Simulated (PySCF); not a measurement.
A structure optimised at PBE-D3(BJ)/def2-SVP, used in a PySCF frequency run:

```
Si
F 1 1.6238
F 1 1.6238 2 107.11
F 1 1.6238 2 107.11 3 -114.64
Ge 1 2.3670 2 111.74 3 122.68
H 5 1.5464 1 109.15 2 60.00
H 5 1.5464 6 109.79 1 -119.60
H 5 1.5464 6 109.79 7 -120.80
```

Q: Write its SMILES, formula and point group.

A: F[Si](F)(F)[GeH3], F3GeH3Si, C3v

Q: What are its rotational constants (standard atomic weights)?

A: 3.7130, 1.3047, 1.3047 GHz
